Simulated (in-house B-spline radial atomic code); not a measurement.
**Ionising Sm V (Sm4+) with different functionals**

Computed with a B-spline radial code for spherical atoms: four-component Dirac-Coulomb Hamiltonian, Fermi nucleus of rms radius 5.0819 fm, spin-restricted, spherical fractional occupations for the functionals, and exact exchange of hybrids averaged over the configuration. The ionisation energy is the difference of two self-consistent energies, [Xe] 4f4 → [Xe] 4f3, without Breit or QED terms; ε is the level of the shell that loses the electron (mean over j). The electron is taken from both j subshells in proportion to 2j + 1, so the result is a j average, not the step between ground levels.

```json
{"method": "PBE0", "rung": "global hybrid", "ΔSCF (eV)": "62.05", "-ε(4f) (eV)": "54.99"}
{"method": "LC-wPBE", "rung": "range-separated hybrid", "ΔSCF (eV)": "62.27", "-ε(4f) (eV)": "57.21"}
{"method": "wB97X", "rung": "range-separated hybrid", "ΔSCF (eV)": "?", "-ε(4f) (eV)": "?"}
{"method": "CAM-B3LYP", "rung": "range-separated hybrid", "ΔSCF (eV)": "?", "-ε(4f) (eV)": "?"}
```

(1) What does CAM-B3LYP give?

(2) What does wB97X give?

(3) Among the functionals, which spreads more, the ΔSCF values or the orbital energies?

(4) How do they compare with the NIST value?

## Answers

(1) ΔSCF 62.08 eV, and -ε(4f) = 56.34 eV.

(2) ΔSCF 61.93 eV, and -ε(4f) = 57.22 eV.

(3) The orbital energies: ΔSCF values span about 0.34 eV and the orbital energies 2.22 eV; here energy differences depend much less on the functional than eigenvalues do.

(4) NIST lists 62.7 eV ± 0.4 (semi-empirical, ground level to ground level). Errors run from -0.77 to -0.43 eV; all lie within about twice that uncertainty, so the table can't rank the methods.
